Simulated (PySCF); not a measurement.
This PySCF input asks for the NMR shieldings of `InChI=1S/C3H11NOSi4/c1-2-8-7(3-4)6-9(8)5/h5,7-9H,2,6H2,1H3/t7-,8-,9-/m0/s1`; the geometry comes from GFN2-xTB.

```python
import basis_set_exchange as bse
import numpy as np
from pyscf import gto, dft
from pyscf.prop import nmr

atoms = """
C     2.633132   -1.151221   -0.411143
C     1.770641   -0.505921    0.663502
Si    0.569862    0.800968   -0.039012
Si   -1.164417    1.387627    1.457481
O    -1.608755    2.946785    1.202521
Si   -2.751478    0.215399    0.179035
Si   -1.079527   -0.181631   -1.456772
C    -0.784824   -2.001107   -1.740381
N    -0.588857   -3.126990   -1.854866
H     3.315295   -1.881067    0.022104
H     3.225454   -0.400481   -0.930622
H     2.011300   -1.663509   -1.142460
H     2.419328   -0.062185    1.421514
H     1.194646   -1.284444    1.168087
H     1.431647    1.842198   -0.647228
H    -0.986269    1.230178    2.911655
H    -1.115278    3.688570    1.539792
H    -3.282586   -1.006173    0.801710
H    -3.954438    0.912715   -0.293545
H    -1.260026    0.250967   -2.854407
"""
names = dict.fromkeys(["C", "Si", "O", "N", "H"], "pcSseg-1")
basis = {el: gto.basis.parse(bse.get_basis(n, elements=[el], fmt="nwchem")) for el, n in names.items()}
mol = gto.M(atom=atoms, basis=basis, charge=0, verbose=0)
mf = dft.RKS(mol, xc="PBE0")
mf.grids.level = 2
mf.grids.alignment = dft.numint.BLKSIZE   # the property module wants whole blocks of grid points
mf.conv_tol = 1e-9
mf.kernel()

calc = nmr.RKS(mf)   # GIAO
C = mf.mo_coeff
Co = C[:, mf.mo_occ > 0]
resp = mf.gen_response(singlet=True, hermi=2)
def vind(x):   # induced exchange potential for any number of trial vectors
    d = np.einsum("pi,xij,qj->xpq", C, 2 * x.reshape(-1, C.shape[1], Co.shape[1]), Co, optimize=True)
    return np.einsum("xpq,pi,qj->xij", resp(d - d.transpose(0, 2, 1)), C, Co, optimize=True).ravel()
mo1, _ = nmr.rhf.solve_mo1(calc, with_cphf=vind)
sigma = calc.kernel(mo1)
for i, s in enumerate(sigma):   # ppm
    print("%2d %-2s %9.2f" % (i, mol.atom_pure_symbol(i), np.trace(s) / 3))
```

**Question.** What does it print?

**Answer.** 
```
 0 C     173.40
 1 C     181.43
 2 Si    377.03
 3 Si    325.89
 4 O     335.09
 5 Si    429.88
 6 Si    438.18
 7 C      62.92
 8 N    -107.70
 9 H      30.18
10 H      30.80
11 H      30.19
12 H      30.80
13 H      30.67
14 H      26.91
15 H      25.04
16 H      31.48
17 H      27.31
18 H      27.20
19 H      26.85
```

These numbers come from an equivalent density-fitted implementation of the same equations, which agrees with the script to about 0.01 ppm for H and up to a few tenths of a ppm for heavy atoms, so last digits may differ.

**Question.** Turn these shieldings into chemical shifts. Chemical shifts δ = σref − σ; ¹³C (σref 186.93), ²⁹Si (σref 349.16), ¹H (σref 31.72) vs TMS; ¹⁷O (σref 336.08) vs H2O; ¹⁵N (σref 267.73) vs NH3, all at this level.

**Answer.** Averaging equivalent atoms: C 7: 124.0; C 0: 13.5; C 1: 5.5; Si 3: 23.3; Si 2: -27.9; Si 5: -80.7; Si 6: -89.0; O 4: 1.0; N 8: 375.4; H 15: 6.68; H 19: 4.87; H 14: 4.81; H 18: 4.51; H 17: 4.41; H 9/10/11: 1.33; H 13: 1.04; H 12: 0.92; H 16: 0.24 ppm. Experimental scales use liquid or dissolved standards, which lie at an offset from isolated NH3 (liquid NH3: subtract about 20 ppm) and H2O (liquid H2O: subtract about 36 ppm). Unscaled 15N shifts of sp2 nitrogen come out 20 to 40 ppm too high even then.

Size and cost of the density-fitted run: 236 basis functions, 54 s wall time on 1 thread of an Arm Neoverse V2, shared host; peak memory 1.1 GiB.
